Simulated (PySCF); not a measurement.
Ligand exchange on a metal centre used in film growth or etching (Ta F-NH2). All species are isolated molecules in the gas phase. One relaxed conformer stands for each flexible species; it need not be the lowest.

The charge on the central atom (Mulliken) from two functionals at the same geometries (PBE-D3(BJ)/def2-SVP), both in PySCF: PBE-D3(BJ)/def2-TZVP and TPSSh-D3(BJ)/def2-TZVP. 

```json
[
 {"species": "0 of 5 F replaced by NH2", "PBE-D3(BJ)/def2-TZVP (e)": "1.57", "TPSSh-D3(BJ)/def2-TZVP (e)": "1.76"},
 {"species": "1 of 5 F replaced by NH2 ([Ta(F)4(NH2)])", "PBE-D3(BJ)/def2-TZVP (e)": "1.49", "TPSSh-D3(BJ)/def2-TZVP (e)": "1.69"},
 {"species": "2 of 5 F replaced by NH2", "PBE-D3(BJ)/def2-TZVP (e)": "1.38", "TPSSh-D3(BJ)/def2-TZVP (e)": "1.59"},
 {"species": "3 of 5 F replaced by NH2 ([Ta(F)2(NH2)3])", "PBE-D3(BJ)/def2-TZVP (e)": "1.30", "TPSSh-D3(BJ)/def2-TZVP (e)": "1.52"},
 {"species": "4 of 5 F replaced by NH2 ([Ta(F)(NH2)4])", "PBE-D3(BJ)/def2-TZVP (e)": "1.17", "TPSSh-D3(BJ)/def2-TZVP (e)": "1.41"},
 {"species": "5 of 5 F replaced by NH2", "PBE-D3(BJ)/def2-TZVP (e)": "1.06", "TPSSh-D3(BJ)/def2-TZVP (e)": "1.32"}
]
```

Over these rows, drawn at random from the members with no instability flagged (it was tested for open shells, ions and some series alone), PBE minus TPSSh-D3(BJ): mean -0.22 e, from -0.26 e to -0.19 e.
